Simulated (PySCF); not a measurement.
A series of related molecules.

All values: CAM-B3LYP/def2-SVPD (PySCF) at PBE0-D3(BJ)/def2-SVP geometries, gas phase, one conformer each. Core orbitals are frozen in the response; Δα² is half the sum of the squared differences of the principal polarisabilities. The calculation is non-relativistic, for bromine too.

Task: Rank by polarisability anisotropy Δα, lowest first.
A. `[CH2:1]=[C:2]([Br:3])[S:4][CH3:5]` with C1–C2–S4–C5 0°
B. `[CH2:1]=[C:2]([Br:3])[CH:4]([F:5])[F:6]` with C1–C2–C4–F5 1°
C. `[CH2:1]=[C:2]([Br:3])[O:4][CH:5]=[O:6]` with C1–C2–O4–C5 0°, C2–O4–C5–O6 1°

Result: B (3.74 Å³), C (4.99 Å³), A (5.65 Å³).

Task: Rank by vertical ionisation energy (ΔSCF), highest first.
A. `C=C(Br)SC`
B. `C=C(C)Br`
C. `C=C(Br)C(F)F`
D. `C=C(Br)OC=O`

Result: C (10.16 eV), D (9.72 eV), B (9.49 eV), A (8.63 eV).

Task: Rank by HOMO energy, highest first.
A. `C=C(C)Br`
B. `C=C(Br)SC`
C. `C=C(Br)OC=O`
D. `FC(F)C(Br)=C`

Result: B (-7.88 eV), A (-8.55 eV), C (-8.84 eV), D (-9.16 eV).

All values together:

```
      SMILES   formula  μ (D)  HOMO (eV)  LUMO (eV)  α (Å³)  Δα (Å³)  electrons  α per electron (Å³)  ΔSCF removal energy (eV)
 C=C(Br)OC=O  C3H3BrO2   0.58      -8.84      -0.06    9.65     4.99         72                0.134                      9.72
    C=C(C)Br    C3H5Br   1.71      -8.55       0.86    8.90     3.82         58                0.153                      9.49
   C=C(Br)SC   C3H5BrS   2.58      -7.88       0.69   11.97     5.65         74                0.162                      8.63
C=C(Br)C(F)F  C3H3BrF2   1.75      -9.16       0.09    8.87     3.74         74                0.120                     10.16
```

Conformers: `[CH2:1]=[C:2]([Br:3])[O:4][CH:5]=[O:6]` with C1–C2–O4–C5 0°, C2–O4–C5–O6 1°; `[CH2:1]=[C:2]([Br:3])[S:4][CH3:5]` with C1–C2–S4–C5 0°; `[CH2:1]=[C:2]([Br:3])[CH:4]([F:5])[F:6]` with C1–C2–C4–F5 1°.
